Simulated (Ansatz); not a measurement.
Compare A (`COB[SiH3]`) with its isomer B (`B[SiH2]OC`).

Program: Ansatz. Geometries: PBE0-D4/def2-TZVP. ΔE: electronic, gas phase. CBS: MP2 limit from def2 TZ/QZ plus the TZ coupled-cluster correction, frozen cores. Functionals use def2-TZVPP. B3LYP here is the variant with VWN-RPA as its local correlation; programs differ in this. One conformer a species, not always the lowest.

A:

```xyz
11

C     0.345    1.376    1.590
O    -0.274    0.681    0.522
B     0.327   -0.326   -0.128
Si   -0.654   -1.245   -1.643
H    -0.279    1.277    2.480
H     0.416    2.432    1.325
H     1.343    0.977    1.792
H     1.440   -0.655    0.209
H     0.129   -1.114   -2.906
H    -0.775   -2.704   -1.359
H    -2.018   -0.701   -1.882
```

B:

```xyz
11

B    -1.9883    0.5349   -1.2473
Si   -0.1688   -0.1032   -0.7187
O     0.1168    0.1667    0.8824
C     1.3290   -0.1968    1.4978
H    -2.7527    1.0491   -0.4870
H    -2.3386    0.4010   -2.3841
H    -0.0329   -1.5641   -1.0224
H     0.8713    0.5869   -1.5476
H     1.5092   -1.2763    1.4249
H     2.1809    0.3276    1.0483
H     1.2742    0.0740    2.5536
```

Q: Which is lower in electronic energy at CCSD(T)/CBS, and by how much? (An estimate is asked.)

A: Ansatz gave: A, by 16.1 kcal/mol.

Q: Give E(B) − E(A) in kcal/mol with CCSD(T)/def2-SVP, B2PLYP, LDA (SPW92), B3LYP-D4, ωB97M-V, HF/def2-TZVPP, CCSD(T)/def2-TZVPP. (An estimate is asked.)

A: The calculation gave: CCSD(T)/def2-SVP 23.9, B2PLYP 16.9, LDA (SPW92) 22.2, B3LYP-D4 17.0, ωB97M-V 16.7, HF/def2-TZVPP 12.4, CCSD(T)/def2-TZVPP 16.9. None reverses the order clearly.

Q: Does the order hold for the free energy at 298.15 K (harmonic terms from PBE0-D4)? (Best estimate.)

A: The calculation gave: Yes: G(B) − G(A) = +15.3 kcal/mol, for one conformer each.

Largest T1 diagnostic: 0.014.

From BLYP to BHLYP (50 % exact exchange), in def2-TZVPP and without D4, E(B) − E(A) moves by −3.2 kcal/mol. At CCSD(T), def2-SVP lies +7.7 kcal/mol from the extrapolated value and def2-TZVPP +0.7 kcal/mol.
